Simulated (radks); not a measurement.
The numbers below are computed, except where a source is named.
Mn IV, configuration [Ar] 3d4 (the NIST ground configuration). Code: a radial shooting solver on a logarithmic mesh with Libxc functionals. Model: scalar-relativistic Kohn-Sham, LDA (Slater exchange, Perdew-Wang correlation), spin-polarised, spherical densities, finite nucleus; open shells are filled with parallel spins first; Fermi nuclear charge, rms radius 3.7057 fm.

Unscreened Slater integrals over Kohn-Sham orbitals (eV). They are taken over the spin-up orbitals.

F0(3d,3d): 24.255
F2(3d,3d): 11.377
F4(3d,3d): 7.1083
F0(3d,3p): 25.771
F2(3d,3p): 12.290
G1(3d,3p): 15.228
G3(3d,3p): 9.2633
F0(3d,3s): 26.340
G2(3d,3s): 11.617
F0(3d,2p): 33.540
F2(3d,2p): 6.3803
G1(3d,2p): 4.6889
G3(3d,2p): 2.6610
F0(3p,3p): 27.682
F2(3p,3p): 13.864
F0(3p,3s): 28.320
G1(3p,3s): 18.776
F0(3p,2p): 37.637
F2(3p,2p): 7.4935
G0(3p,2p): 2.9395
G2(3p,2p): 3.0720
F0(3s,3s): 29.018
F0(3s,2p): 38.634
G1(3s,2p): 3.1981
F0(2p,2p): 100.40
F2(2p,2p): 47.189

Derived for the open shells (J is the average intra-shell exchange parameter used in DFT+U). 3d: Racah B = F2/49 - 5 F4/441 = 0.1516 eV, C = 35 F4/441 = 0.5642 eV, C/B = 3.72, F4/F2 = 0.625, J = (F2 + F4)/14 = 1.320 eV.
